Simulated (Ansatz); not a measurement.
This geometry of CH₆BClSi (10 atoms, charge 0, multiplicity 1) is a first-order saddle point.

Level of theory: RKS PBE-D4/6-31G* in Ansatz.

```xyz
10
Properties=species:S:1:pos:R:3
C -1.316 0.806 -0.434
B -0.329 -0.403 -0.562
Si 1.301 -0.515 0.642
Cl 2.686 -1.954 0.003
H -0.776 1.765 -0.565
H -2.175 0.788 -1.125
H -1.708 0.863 0.603
H -0.531 -1.297 -1.348
H 0.886 -0.891 2.040
H 2.044 0.788 0.748
```

Task: Which two structures does it join? (They come from a converged band through this point; their orientation in space is the band's.)

Result: No bond is made or broken. The dihedral H7–C1–B2–Si3 goes from -142 to -14°. The two ends are copies of one structure, up to a mirror image or an exchange of like atoms.

Image 0:

```xyz
10
Properties=species:S:1:pos:R:3
C -1.408 0.727 -0.047
B -0.471 -0.508 -0.244
Si 1.491 -0.393 0.238
Cl 2.651 -1.979 -0.492
H -1.022 1.567 0.553
H -1.568 1.116 -1.079
H -2.418 0.449 0.306
H -0.931 -1.524 -0.707
H 1.637 -0.386 1.737
H 2.122 0.879 -0.262
```

Image 8:

```xyz
10
Properties=species:S:1:pos:R:3
C -1.321 0.785 -0.398
B -0.324 -0.411 -0.516
Si 1.306 -0.513 0.680
Cl 2.742 -1.906 0.051
H -1.064 1.431 -1.271
H -2.374 0.496 -0.563
H -1.244 1.423 0.498
H -0.522 -1.261 -1.351
H 0.879 -0.909 2.069
H 2.005 0.812 0.804
```

Task: How far does it lie above each of them?

Result: 0.031 eV above the first and 0.031 eV above the second. This is the barrier of this one path; another mechanism may lie lower.

Time of the run: 62 s on 1 thread of Intel(R) Xeon(R) 6975P-C (Granite Rapids), on a shared host, peak memory 0.14 GiB.
